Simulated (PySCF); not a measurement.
SnI3, SMILES [I][Sn+]([I])[I], charge +1.

Geometry optimised at PBE0-D3(BJ)/def2-SVP. The spin state was assumed, not searched. The isomer is the one that the SMILES or the coordinates give; other isomers of the formula were not compared. The def2 effective core potentials stand for the cores of I, Sn; spin–orbit coupling is left out.

Level of theory: PBE0-D3(BJ)/def2-SVP in PySCF.

Frequencies are harmonic and unscaled.

Modes within 1.5 cm⁻¹ of each other (mostly degenerate sets) share a row, with their intensities summed.

```json
[
 {"mode": "1–2", "ν (cm⁻¹)": "52", "IR (km/mol)": "2.1", "Raman (Å⁴/amu)": "9.7", "depolarisation": "0.75", "moving atoms (share of kinetic energy)": "I 86 %, Sn 14 %"},
 {"mode": "3", "ν (cm⁻¹)": "65", "IR (km/mol)": "1.1", "Raman (Å⁴/amu)": "0.0", "depolarisation": "–", "moving atoms (share of kinetic energy)": "Sn 76 %, I 24 %"},
 {"mode": "4", "ν (cm⁻¹)": "164", "IR (km/mol)": "0.0", "Raman (Å⁴/amu)": "24.4", "depolarisation": "0.11", "moving atoms (share of kinetic energy)": "I 100 %"},
 {"mode": "5–6", "ν (cm⁻¹)": "262", "IR (km/mol)": "64.4", "Raman (Å⁴/amu)": "10.2", "depolarisation": "0.75", "moving atoms (share of kinetic energy)": "Sn 62 %, I 38 %"}
]
```
